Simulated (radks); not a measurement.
Task: All-electron atom: Pr in [Xe] 4f2 5d1 6s2 (not the ground configuration). All-electron calculation, Dirac Kohn-Sham, LDA (Slater exchange, Perdew-Wang correlation), spin-unpolarised, spherical densities, finite nucleus; open shells are shared between the two j in proportion to 2j + 1; Fermi nuclear charge, rms radius 4.8919 fm. Program: a radial shooting solver on a logarithmic mesh with Libxc functionals. Some entries of the table are withheld. Estimate them.

orbital      occ.  eigenvalue (Ry)  <r> (bohr)
1s1/2           2        -3067.694     0.02411
2s1/2           2        -493.8021      0.1027
2p1/2           2        -466.9485     0.08608
2p3/2           4        -431.5532     0.09239
3s1/2           2        -106.9377      0.2724
3p1/2           2        -95.48533      0.2620
3p3/2           4        -88.47812      0.2743
3d3/2           4        -68.40468         (1)
3d5/2           6        -66.89320         (2)
4s1/2           2        -21.62124         (3)
4p1/2           2        -17.32997      0.6389
4p3/2           4        -15.80210      0.6668
4d3/2           4         -8.73395      0.7178
4d5/2           6         -8.46434      0.7277
5s1/2           2         -3.10469       1.480
5p1/2           2         -1.92347         (4)
5p3/2           4         -1.69974         (5)
4f5/2    0.857143         -0.48945       1.039
4f7/2     1.14286         -0.46054       1.051
6s1/2           2              (6)       4.236
5d3/2         0.4         -0.23951         (7)
5d5/2         0.6         -0.22360         (8)

Result: 
(1) 3d3/2 <r> (bohr): 0.2454
(2) 3d5/2 <r> (bohr): 0.2493
(3) 4s1/2 <r> (bohr): 0.6217
(4) 5p1/2 <r> (bohr): 1.662
(5) 5p3/2 <r> (bohr): 1.749
(6) 6s1/2 eigenvalue (Ry): -0.28993
(7) 5d3/2 <r> (bohr): 2.867
(8) 5d5/2 <r> (bohr): 2.942
